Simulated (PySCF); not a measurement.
**Energy of Se+ (selenium, charge +1) between two integer charges**

The 4p alpha orbital of [Ar] 3d10 4s2 4p3 is emptied in steps (occupation f), with all orbitals relaxed, ending at [Ar] 3d10 4s2 4p2. All numbers are calculated (PySCF 2.14, the spin-free X2C one-electron Hamiltonian (Gaussian nucleus), in x2c-TZVPall). The exact energy is a straight line in f; departures are measured from the line between the end points of the same method.

| f | UHF (eV) | LDA (eV) | PBE (eV) | PBE0 (eV) | r2SCAN (eV) | LC-wPBE (eV) | BHandHLYP (eV) | wB97X (eV) | B3LYP (eV) | M06-2X (eV) |
| --- | --- | --- | --- | --- | --- | --- | --- | --- | --- | --- |
| 1 | 0.000 | 0.000 | 0.000 | 0.000 | 0.000 | 0.000 | 0.000 | 0.000 | 0.000 | 0.000 |
| 0.9 | 0.053 | -0.453 | -0.441 | -0.319 | -0.418 | -0.065 | -0.204 | -0.091 | -0.351 | -0.210 |
| 0.7 | 0.121 | -1.061 | -1.030 | -0.743 | -0.970 | -0.148 | -0.475 | -0.212 | -0.819 | -0.479 |
| 0.5 | 0.142 | -1.266 | -1.226 | -0.882 | -1.144 | -0.173 | -0.566 | -0.252 | -0.976 | -0.545 |
| 0.3 | 0.117 | -1.066 | -1.028 | -0.738 | -0.950 | -0.142 | -0.475 | -0.213 | -0.820 | -0.433 |
| 0.1 | 0.050 | -0.457 | -0.440 | -0.315 | -0.403 | -0.059 | -0.203 | -0.092 | -0.351 | -0.184 |
| 0 | 0.000 | 0.000 | 0.000 | 0.000 | 0.000 | 0.000 | 0.000 | 0.000 | 0.000 | 0.000 |

Task: For PBE, how does the orbital energy at f = 1 compare with the removal energy?

Result: −ε = 16.421 eV against a total-energy difference of 21.316 eV. By Janak's theorem ε = ∂E/∂f, so the gap between them reflects the curvature. Along the path −ε is 17.393 (f = 0.9), 19.352 (f = 0.7), 21.320 (f = 0.5), 23.285 (f = 0.3), 25.231 (f = 0.1) eV.

| method | E(f=0) − E(f=1) (eV) | −ε at f=1 (eV) | −ε at f=0.5 (eV) |
| --- | --- | --- | --- |
| UHF | 20.850 | 21.438 | 20.840 |
| LDA | 21.478 | 16.456 | 21.462 |
| PBE | 21.316 | 16.421 | 21.320 |
| PBE0 | 21.409 | 17.866 | 21.423 |
| r2SCAN | 21.591 | 16.932 | 21.652 |
| LC-wPBE | 21.461 | 20.739 | 21.481 |
| BHandHLYP | 21.223 | 18.961 | 21.224 |
| wB97X | 21.153 | 20.142 | 21.149 |
| B3LYP | 21.301 | 17.407 | 21.301 |
| M06-2X | 21.230 | 18.891 | 21.383 |

Reference removal energy between the ground levels: 21.196 ± 0.01 eV (measured; NIST Atomic Spectra Database, ionization energies). The calculation has no spin-orbit coupling. UHF lacks correlation.
